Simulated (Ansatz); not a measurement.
Consider the atomization: `C=C[Si](N)(C=C)N(C)C` → 6 C• + 14 H• + 2 N• + Si•.

Calculated with Ansatz (gas phase, PBE0-D4/def2-TZVP geometries, no zero-point term in ΔE). CCSD(T)/CBS is the MP2 limit (def2-TZVPP, def2-QZVPP) plus CCSD(T) − MP2 in def2-TZVPP, frozen cores. This one scheme is used for every species, atoms too. Functionals use def2-TZVPP. B3LYP here is the variant with VWN-RPA as its local correlation; programs differ in this. HSE06 is defined as in plane-wave codes. Open shells (•) are unrestricted, without spin–orbit coupling. Spin–orbit coupling would lower the free atoms: a little for C, Si. Each species was taken in one conformer, which may not be the lowest.

| level | ΔE (kcal/mol) |
| --- | --- |
| B3LYP-D4 | 2198.5 |
| CAM-B3LYP-D4 | 2204.5 |
| PBE-QIDH | 2179.5 |
| PBE0 | 2189.8 |
| B3LYP | 2174.6 |
| HSE06 | 2192.1 |
| SCS-MP2/def2-TZVPP | 2157.8 |
| MP2/CBS(def2) | 2217.6 |

Problem. What does CCSD(T)/CBS give? (Estimate.)

Solution. The calculation gave: +2189.5 kcal/mol. The listed levels differ from it by 9.0, 15.0, -10.0, 0.3, -14.9, 2.6, -31.7, 28.1 kcal/mol.

Largest T1 diagnostic among the species: 0.012.

At CCSD(T), def2-SVP lies −113.2 kcal/mol from the extrapolated value and def2-TZVPP −55.6 kcal/mol: correlation converges slowly with the basis, and small sets miss more of it in the bonded molecule than in its fragments. From BLYP to BHLYP (50 % exact exchange), in def2-TZVPP and without D4, ΔE moves by −40.8 kcal/mol: exact exchange takes away binding that semilocal exchange gives to molecules.

For atomizations the MP2-based limit and the directly extrapolated one differ by several kJ/mol either way, and by 10 to 25 for some Ge, Se and Sn compounds, so smaller differences from it don't rank the levels.
